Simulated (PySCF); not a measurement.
An unknown is described by computed data only.

Formula: C2H7FSi2.

| Property | Result |
| --- | --- |
| NMR, other nuclei | isotropic shieldings of nuclei other than C and H, by class: 407 (1 F), 362 (1 Si), 416 (1 Si) ppm [GIAO PBE0/pcSseg-1] |
| Rotational structure | rotational constants A, B, C: 9.240, 1.137, 1.037 GHz [PBE0-D3(BJ)/def2-SVP] |
| Triplet | lowest triplet excitation (Tamm–Dancoff): 4.03 eV [TDA CAM-B3LYP/def2-SVPD] |
| Dipole | 1.44 D [CAM-B3LYP/def2-SVPD] |
| UV, first state | lowest singlet excitation: 5.93 eV (209 nm, f = 0.000) [TDDFT CAM-B3LYP/def2-SVPD] |
| 13C NMR | chemical shifts (computed TMS as zero) by class: 157.0 (1 C), 156.4 (1 C) ppm [GIAO PBE0/pcSseg-1] |
| Valence photoelectron | vertical ionisation energy: 10.24 eV [ΔSCF CAM-B3LYP/def2-SVPD] |
| Polarisability | 80.5 au [CAM-B3LYP/def2-SVPD] |
| UV, strongest line | among the 10 lowest singlet transitions: S2 at 6.74 eV (184 nm, f = 0.606) [TDDFT CAM-B3LYP/def2-SVPD] |
| XPS | Si2p3/2 106.8, Si2p3/2 107.9, C1s 290.4, C1s 290.4, F1s 692.3, Si1s 1846.6, Si1s 1847.8 eV [ΔSCF SCAN, pcX-2 on the ionised atom, pcseg-1 elsewhere, spin-free X2C, 2p3/2 from a spin–orbit splitting computed afterwards within the 2p shell] |

The electronic properties come from PySCF, for the isolated species, density fitting. Levels stand in brackets. One conformer (not necessarily the lowest) at the PBE0-D3(BJ)/def2-SVP geometry, without solvent, vibrations or thermal averaging. NMR values are class means; diastereotopic atoms form classes of their own.

**Question.** What is the compound? Reason from the data.

**Answer.** Numbering: `[F:1][SiH2:2]/[CH:3]=[CH:4]/[SiH3:5]`. Its formula, C2H7FSi2, gives 1 degree of unsaturation: 0 rings and 1 π bond in the structure found. 2 carbons fall into 2 classes; from least to most shielded: alkene CH carbon [C4] (157.0 ppm), alkene CH carbon [C3] (156.4 ppm). The other shieldings belong to: 407 ppm, silicon-bound fluorine [F1]; 362 ppm, fluorine-bound silicon [Si2]; 416 ppm, SiH3 silicon [Si5]. The core levels belong to: Si2p3/2 106.8 eV, SiH3 silicon [Si5]; Si2p3/2 107.9 eV, fluorine-bound silicon [Si2]; C1s 290.4 eV, alkene CH carbon [C3]; C1s 290.4 eV, alkene CH carbon [C4]; F1s 692.3 eV, silicon-bound fluorine [F1]; Si1s 1846.6 eV, SiH3 silicon [Si5]; Si1s 1847.8 eV, fluorine-bound silicon [Si2]. The first electron is taken from the HOMO, whose largest Löwdin shares are 0.33 on an alkene CH carbon, 0.32 on an alkene CH carbon, 0.08 on the SiH3 silicon and 0.07 on the fluorine-bound silicon. By its constants the optimised geometry is an asymmetric top. Structure: `F[SiH2]/C=C/[SiH3]`. The assignments are read from this structure; whether some other isomer fits the data as well wasn't checked.

Shape of the structure used: `[F:1][SiH2:2]/[CH:3]=[CH:4]/[SiH3:5]`: F1–Si2–C3–C4 0°.
